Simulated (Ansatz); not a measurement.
`[NH2][Mg][Br]` + `C[N](C)[Mg][OH]` → `C[N](C)[Mg][NH2]` + `[OH][Mg][Br]`  (redistribution)

Computed with Ansatz on PBE0-D4/def2-TZVP structures; ΔE is electronic, products minus reactants. CCSD(T)/CBS is the MP2 limit (def2-TZVPP, def2-QZVPP) plus CCSD(T) − MP2 in def2-TZVPP, frozen cores. Functionals use def2-TZVPP. For Br, Mg outer-core shells are correlated without core-valence functions, which leaves a few kJ/mol of doubt a bond. Scalar relativity is left out up to krypton. Each species was taken in one conformer, which may not be the lowest.

`[NH2][Mg][Br]`:

```xyz
5

N    -0.458    0.183   -0.844
Mg    0.421   -0.167    0.774
Br    1.516   -0.603    2.788
H    -1.268    0.771   -0.968
H    -0.210   -0.184   -1.750
```

`C[N](C)[Mg][OH]`:

Cartesian coordinates in Å:
```
C -0.490 0.500 -1.378
N -0.164 0.008 -0.067
C -1.361 -0.297 0.671
Mg 1.595 -0.213 0.595
O 3.239 -0.492 1.185
H 0.410 0.739 -1.956
H -1.100 1.420 -1.343
H -1.065 -0.232 -1.971
H -2.011 0.586 0.800
H -1.133 -0.674 1.675
H -1.976 -1.066 0.173
H 4.056 -0.278 1.616
```

`C[N](C)[Mg][NH2]`:

Cartesian coordinates in Å:
```
C 0.091 1.605 0.739
N 0.048 0.196 0.454
C 0.162 -0.568 1.667
Mg -0.135 -0.551 -1.280
N -0.316 -1.293 -3.003
H 1.032 1.905 1.233
H -0.726 1.924 1.409
H 0.006 2.204 -0.174
H 1.106 -0.367 2.204
H 0.132 -1.646 1.471
H -0.652 -0.350 2.380
H 0.433 -1.535 -3.633
H -1.181 -1.523 -3.468
```

`[OH][Mg][Br]`:

```xyz
4

O     0.357   -0.857   -0.800
Mg   -0.187    0.333    0.361
Br   -0.951    1.875    1.927
H     0.780   -1.351   -1.488
```

```json
{"level": "PBE0-D4", "ΔE (kJ/mol)": "0.7"}
{"level": "BHLYP-D4", "ΔE (kJ/mol)": "0.1"}
{"level": "CAM-B3LYP-D4", "ΔE (kJ/mol)": "0.4"}
{"level": "ωB97X-V", "ΔE (kJ/mol)": "0.7"}
{"level": "r2SCAN", "ΔE (kJ/mol)": "0.3"}
{"level": "BHLYP", "ΔE (kJ/mol)": "0.5"}
{"level": "MP2/def2-SVP", "ΔE (kJ/mol)": "-0.5"}
{"level": "MP2/CBS(def2)", "ΔE (kJ/mol)": "0.4"}
```

(1) What does CCSD(T)/CBS give? (An estimate is asked.)

Largest T1 diagnostic among the species: 0.011.

## Answers

(1) The calculation gave: +0.1 kJ/mol. The listed levels differ from it by 0.6, 0.0, 0.3, 0.6, 0.2, 0.4, -0.6, 0.3 kJ/mol.

Leaving LDA and LC-ωPBE aside and taking each functional with its dispersion term where it has one, the values, not all of them listed here, spread over 0.8 kJ/mol, from BHLYP-D4 to PBE-D4.
